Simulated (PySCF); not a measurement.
An unknown is described by computed data only.

Formula: CH4BCl2; charge -1.

| Quantity | Value |
| --- | --- |
| 13C NMR | chemical shifts (computed TMS as zero) by class: 17.8 (1 C) ppm [GIAO KT2/pcSseg-2] |
| NMR, other nuclei | isotropic shieldings of nuclei other than C and H, by class: 95 (1 B), 888 (2 Cl) ppm [GIAO KT2/pcSseg-2] |
| XPS | B1s 191.1, Cl2p3/2 200.0 (×2), C1s 285.4, Cl1s 2822.5 (×2) eV [ΔSCF SCAN, pcX-2 on the ionised atom, pcseg-1 elsewhere, spin-free X2C, 2p3/2 from a spin–orbit splitting computed afterwards within the 2p shell] |
| 1H NMR | chemical shifts (computed TMS as zero) by class: 4.31 (1 H), -0.08 (3 H) ppm [GIAO KT2/pcSseg-2] |
| Rotational structure | rotational constants A, B, C: 5.710, 2.816, 2.008 GHz [PBE0-D3(BJ)/def2-SVP] |

Gas-phase values; electronic properties from PySCF, density fitting. Levels stand in brackets. Isolated species at its PBE0-D3(BJ)/def2-SVP geometry, gas phase. No diffuse functions stand in pcSseg-2, which bears on an anion's orbital energies. NMR classes are plain means over equivalent atoms (diastereotopic ones count apart unless rotation or inversion swaps them), as if these changed places fast.

Q: Give a SMILES that accounts for the data.

A: Numbering: `[CH3:1][BH-:2]([Cl:3])[Cl:4]`. The one carbon: sp3 carbon bound to boron [C1] (17.8 ppm). Hydrogen classes from least to most shielded: 1 H on a four-coordinate boron, B2 (4.31 ppm), 3 H on an sp3 carbon bound to boron, C1 (-0.08 ppm). The other shieldings belong to: 95 ppm, four-coordinate boron [B2]; 888 ppm, chlorine bonded to B [Cl3/Cl4]. The core levels belong to: B1s 191.1 eV, four-coordinate boron [B2]; Cl2p3/2 200.0 eV, chlorine bonded to B [Cl3/Cl4]; C1s 285.4 eV, sp3 carbon bound to boron [C1]; Cl1s 2822.5 eV, chlorine bonded to B [Cl3/Cl4]. The optimised geometry has point group Cs and is an asymmetric top. Structure: `C[BH-](Cl)Cl`. The assignments are read from this structure; whether some other isomer fits the data as well wasn't checked.
